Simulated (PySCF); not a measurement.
In(H)(Br)(Et) (C2H6BrIn), SMILES C[CH2][InH][Br]. Coordinates come from a PBE-D3(BJ)/def2-SVP optimisation. The structure was generated by enumeration; whether it is a known compound was not checked. The def2 effective core potentials stand for the cores of In; spin–orbit coupling is left out. The values are those of a single conformer.

### Question
Give the equilibrium geometry at PBE-D3(BJ)/def2-SVP (PySCF confirms it by a frequency run) as bond lengths and angles, and its point group. (An estimate is asked for; the answer gives what the named calculation found.)

### Answer
This is not unique; one that fits is point group Cs.
Atoms: In1 H2 Br3 C4 C5 H6 H7 H8 H9 H10. Bonded distances (Å): In1–H2 1.739, In1–Br3 2.540, In1–C4 2.185, C4–C5 1.528, C4–H6 1.110, C4–H7 1.110, C5–H8 1.109, C5–H9 1.109, C5–H10 1.112. Angles (°): H2–In1–Br3 111.6, H2–In1–C4 136.6, Br3–In1–C4 111.7, In1–C4–C5 115.8, In1–C4–H6 104.8, In1–C4–H7 104.8, C5–C4–H6 112.3, C5–C4–H7 112.3, H6–C4–H7 106.1, C4–C5–H8 112.3, C4–C5–H9 112.3, C4–C5–H10 111.2, H8–C5–H9 107.0, H8–C5–H10 106.8, H9–C5–H10 106.8.
Charge 0, spin multiplicity 1.
